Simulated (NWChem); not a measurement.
System: SiHBrF2; SMILES F[SiH](Br)F

```xyz
5

Si     0.3780    -0.9335     0.0000
F     -0.2855    -1.6029    -1.2881
F     -0.2855    -1.6029     1.2881
Br    -0.0566     1.2311     0.0000
H      1.8282    -1.1675     0.0000
```
Atoms are numbered in this order, from 1.

Computed with NWChem. Pople sets run with spherical d functions. Geometry: optimised at B3LYP/6-31G* (spherical d).

For level PBE0/3-21G:

- orbital gap (eV) = 9.16
- dipole (D) = 1.62

**Question.** What are these values for level PBE0/6-31G*?

**Answer.** 
- orbital gap (eV) = 9.38
- dipole (D) = 1.30
